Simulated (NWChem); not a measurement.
System: CH5BO; SMILES COB

Here is an NWChem input.

```
start job
memory heap 200 mb stack 900 mb global 1100 mb
geometry units angstroms noautoz
  B      0.187620    -1.296176     0.000000
  H     -0.462338    -2.300197     0.000000
  H      1.390550    -1.299080     0.000000
  O     -0.494395    -0.137385     0.000000
  C      0.147232     1.133618     0.000000
  H      1.238662     1.032692     0.000000
  H     -0.169973     1.686755    -0.889742
  H     -0.169973     1.686755     0.889742
end
basis spherical
  B library sto-3g
  H library sto-3g
  O library sto-3g
  C library sto-3g
end
dft
  xc xtpss03 ctpss03
  iterations 150
  mulliken
end
task dft energy
```

NWChem printed, in part:

```
             Northwest Computational Chemistry Package (NWChem) 7.3.0
             --------------------------------------------------------

 CS  symmetry detected

                             Geometry "geometry" -> ""
                             -------------------------

 Output coordinates in angstroms (scale by  1.889725989 to convert to a.u.)

  No.       Tag          Charge          X              Y              Z
 ---- ---------------- ---------- -------------- -------------- --------------
    1 B                    5.0000     0.20921984    -1.29597774     0.00000000
    2 H                    1.0000    -0.43389461    -2.30439600     0.00000000
    3 H                    1.0000     1.41214177    -1.29070034     0.00000000
    4 O                    8.0000    -0.48066052    -0.14185204     0.00000000
    5 C                    6.0000     0.15230733     1.13348538     0.00000000
    6 H                    1.0000     1.24439850     1.03998471     0.00000000
    7 H                    1.0000    -0.16865231     1.68445222    -0.88974200
    8 H                    1.0000    -0.16865231     1.68445222     0.88974200

 Effective nuclear repulsion energy (a.u.)      70.1050105974

      Symmetry information
      --------------------

 Group name             Cs
 Group number              2
 Group order               2
 No. of unique centers     7

                                 NWChem DFT Module
                                 -----------------

 Summary of "ao basis" -> "ao basis" (spherical)
 ------------------------------------------------------------------------------
       Tag                 Description            Shells   Functions and Types
 ---------------- ------------------------------  ------  ---------------------
 B                           sto-3g                  3        5   2s1p
 H                           sto-3g                  1        1   1s
 O                           sto-3g                  3        5   2s1p
 C                           sto-3g                  3        5   2s1p

      Symmetry analysis of basis
      --------------------------

        a'         16
        a"          4

            General Information
            -------------------
          SCF calculation type: DFT
          Wavefunction type:  closed shell.
          No. of atoms     :     8
          No. of electrons :    24
           Alpha electrons :    12
            Beta electrons :    12
          Charge           :     0
          Spin multiplicity:     1
          Use of symmetry is: on ; symmetry adaption is: on
          Maximum number of iterations: 150
          AO basis - number of functions:    20
                     number of shells:    14
          Convergence on energy requested:  1.00D-06
          Convergence on density requested:  1.00D-05
          Convergence on gradient requested:  5.00D-04

              XC Information
              --------------
                  TPSS metaGGA Exchange Functional  1.000
             TPSS03 metaGGA Correlation Functional  1.000

             Grid Information
             ----------------
          Grid used for XC integration:  medium
          Radial quadrature: Mura-Knowles
          Angular quadrature: Lebedev.
          Tag              B.-S. Rad. Rad. Pts. Rad. Cut. Ang. Pts.
          ---              ---------- --------- --------- ---------
          B                   0.85       49           8.0       434
          H                   0.35       45          10.0       434
          O                   0.60       49           7.0       434
          C                   0.70       49           9.0       434
          Grid pruning is: on
          Number of quadrature shells:   327
          Spatial weights used:  Erf1

      Superposition of Atomic Density Guess
      -------------------------------------

 Sum of atomic energies:        -137.44671941

      Non-variational initial energy
      ------------------------------

 Total energy =    -137.787294
 1-e energy   =    -328.191824
 2-e energy   =     120.299520
 HOMO         =      -0.223476
 LUMO         =       0.266570

      Symmetry analysis of molecular orbitals - initial
      -------------------------------------------------

  Numbering of irreducible representations:

     1 a'          2 a"

  Orbital symmetries:

     1 a'          2 a'          3 a'          4 a'          5 a'
     6 a'          7 a'          8 a"          9 a'         10 a'
    11 a"         12 a'         13 a"         14 a'         15 a'
    16 a'         17 a'         18 a"         19 a'         20 a'

     ---------------------------------------------
      Total Density - Mulliken Population Analysis
     ---------------------------------------------

    Atom       Charge   Shell Charges
 -----------   ------   -------------------------------------------------------
    1 B    5     4.48   1.99  1.05  1.43
    2 H    1     1.13   1.13
    3 H    1     1.14   1.14
    4 O    8     8.57   2.00  1.78  4.79
    5 C    6     5.76   1.99  1.25  2.52
    6 H    1     0.97   0.97
    7 H    1     0.98   0.98
    8 H    1     0.98   0.98

   convergence    iter        energy       DeltaE   RMS-Dens  Diis-err
 ---------------- ----- ----------------- --------- --------- ---------
 d= 0,ls=0.0,diis     1   -139.3622945641 -2.09D+02  8.11D-02  4.06D-01
 d= 0,ls=0.0,diis     2   -139.1500297340  2.12D-01  5.48D-02  2.08D+00
 d= 0,ls=0.0,diis     3   -139.4355002652 -2.85D-01  1.06D-02  2.17D-02
 d= 0,ls=0.0,diis     4   -139.4382639615 -2.76D-03  3.52D-03  5.66D-03
 d= 0,ls=0.0,diis     5   -139.4392131771 -9.49D-04  2.59D-04  1.98D-05
  Resetting Diis
 d= 0,ls=0.0,diis     6   -139.4392167222 -3.55D-06  3.40D-05  2.46D-07
 d= 0,ls=0.0,diis     7   -139.4392167769 -5.46D-08  5.86D-06  1.74D-09

         Total DFT energy =     -139.439216776855
      One electron energy =     -327.759852552063
           Coulomb energy =      138.265188984716
    Exchange-Corr. energy =      -20.049563806899
 Nuclear repulsion energy =       70.105010597392

 Numeric. integr. density =       23.999997520351

                  Occupations of the irreducible representations
                  ----------------------------------------------

                     irrep           alpha         beta
                     --------     --------     --------
                     a'               10.0         10.0
                     a"                2.0          2.0

                       DFT Final Molecular Orbital Analysis
                       ------------------------------------

 Vector   10  Occ=2.000000D+00  E=-2.636363D-01  Symmetry=a'
              MO Center=  2.9D-02, -1.0D+00, -1.1D-15, r^2= 2.5D+00
   Bfn.  Coefficient  Atom+Function         Bfn.  Coefficient  Atom+Function
  ----- ------------  ---------------      ----- ------------  ---------------
     6      0.428951  2 H  s                  4     -0.362078  1 B  py
    10     -0.322228  4 O  px                 3     -0.285502  1 B  px
     7     -0.246036  3 H  s                 18      0.209524  6 H  s
    11      0.184026  4 O  py                16     -0.163148  5 C  py
    15      0.157957  5 C  px                19     -0.127719  7 H  s

 Vector   11  Occ=2.000000D+00  E=-2.073422D-01  Symmetry=a"
              MO Center= -3.0D-01, -1.2D-01,  9.5D-16, r^2= 1.4D+00
   Bfn.  Coefficient  Atom+Function         Bfn.  Coefficient  Atom+Function
  ----- ------------  ---------------      ----- ------------  ---------------
    12      0.801173  4 O  pz                 5      0.380748  1 B  pz
    19      0.229319  7 H  s                 20     -0.229319  8 H  s
    17     -0.156587  5 C  pz

 Vector   12  Occ=2.000000D+00  E=-1.722103D-01  Symmetry=a'
              MO Center= -1.5D-01, -4.4D-01,  2.8D-16, r^2= 1.8D+00
   Bfn.  Coefficient  Atom+Function         Bfn.  Coefficient  Atom+Function
  ----- ------------  ---------------      ----- ------------  ---------------
    10      0.741606  4 O  px                 9     -0.363193  4 O  s
     7     -0.353343  3 H  s                  6      0.251955  2 H  s
     3     -0.221316  1 B  px                18     -0.216375  6 H  s
    16     -0.145657  5 C  py                15     -0.124061  5 C  px
    14      0.113900  5 C  s                  2      0.071757  1 B  s

 Vector   13  Occ=0.000000D+00  E= 8.347128D-02  Symmetry=a"
              MO Center=  8.6D-02, -1.1D+00,  8.6D-17, r^2= 1.2D+00
   Bfn.  Coefficient  Atom+Function         Bfn.  Coefficient  Atom+Function
  ----- ------------  ---------------      ----- ------------  ---------------
     5      0.939540  1 B  pz                12     -0.539555  4 O  pz
    19     -0.104508  7 H  s                 20      0.104508  8 H  s
    17     -0.045931  5 C  pz

 Vector   14  Occ=0.000000D+00  E= 2.410080D-01  Symmetry=a'
              MO Center= -6.7D-02,  4.1D-01, -3.4D-17, r^2= 1.3D+00
   Bfn.  Coefficient  Atom+Function         Bfn.  Coefficient  Atom+Function
  ----- ------------  ---------------      ----- ------------  ---------------
    16      0.840276  5 C  py                 9      0.761050  4 O  s
    11      0.467541  4 O  py                10      0.451019  4 O  px
    15      0.426346  5 C  px                14     -0.413915  5 C  s
     3      0.280634  1 B  px                 2     -0.247856  1 B  s
     6      0.215979  2 H  s                  4     -0.187531  1 B  py

 Vector   15  Occ=0.000000D+00  E= 3.891653D-01  Symmetry=a'
              MO Center=  4.8D-01,  9.8D-01, -4.4D-16, r^2= 1.5D+00
   Bfn.  Coefficient  Atom+Function         Bfn.  Coefficient  Atom+Function
  ----- ------------  ---------------      ----- ------------  ---------------
    18     -0.977038  6 H  s                 15      0.921020  5 C  px
    16     -0.507641  5 C  py                19      0.442776  7 H  s
    20      0.442776  8 H  s                  4     -0.292355  1 B  py
    11     -0.198863  4 O  py                 2     -0.188672  1 B  s
     9      0.178741  4 O  s                 14      0.131812  5 C  s

     ---------------------------------------------
      Total Density - Mulliken Population Analysis
     ---------------------------------------------

    Atom       Charge   Shell Charges
 -----------   ------   -------------------------------------------------------
    1 B    5     4.82   1.99  0.94  1.89
    2 H    1     1.07   1.07
    3 H    1     1.08   1.08
    4 O    8     8.20   2.00  1.81  4.40
    5 C    6     6.10   1.99  1.20  2.90
    6 H    1     0.91   0.91
    7 H    1     0.91   0.91
    8 H    1     0.91   0.91

     -------------------------------------------
      Total Density - Lowdin Population Analysis
     -------------------------------------------

    Atom       Charge   Shell Charges
 -----------   ------   -------------------------------------------------------
    1 B    5     4.97   1.98  0.93  2.06
    2 H    1     1.06   1.06
    3 H    1     1.08   1.08
    4 O    8     8.03   2.00  1.63  4.40
    5 C    6     6.01   1.98  1.04  2.98
    6 H    1     0.95   0.95
    7 H    1     0.95   0.95
    8 H    1     0.95   0.95

     Multipole analysis of the density
     ---------------------------------

     L   x y z        total         alpha         beta         nuclear
     -   - - -        -----         -----         ----         -------
     0   0 0 0     -0.000000    -12.000000    -12.000000     24.000000

     1   1 0 0      0.148736      0.074368      0.074368      0.000000
     1   0 1 0      0.769650      0.384825      0.384825      0.000000
     1   0 0 1     -0.000000     -0.000000     -0.000000      0.000000

     2   2 0 0    -14.430591    -17.918043    -17.918043     21.405495
     2   1 1 0      0.311794     -0.074015     -0.074015      0.459825
     2   1 0 1     -0.000000     -0.000000     -0.000000      0.000000
     2   0 2 0    -14.211162    -60.671505    -60.671505    107.131848
     2   0 1 1      0.000000      0.000000      0.000000      0.000000
     2   0 0 2    -12.743401     -9.198701     -9.198701      5.654001
```

Level: TPSS/STO-3G. All runs use the structure optimised with B3LYP/6-31G* (spherical d).
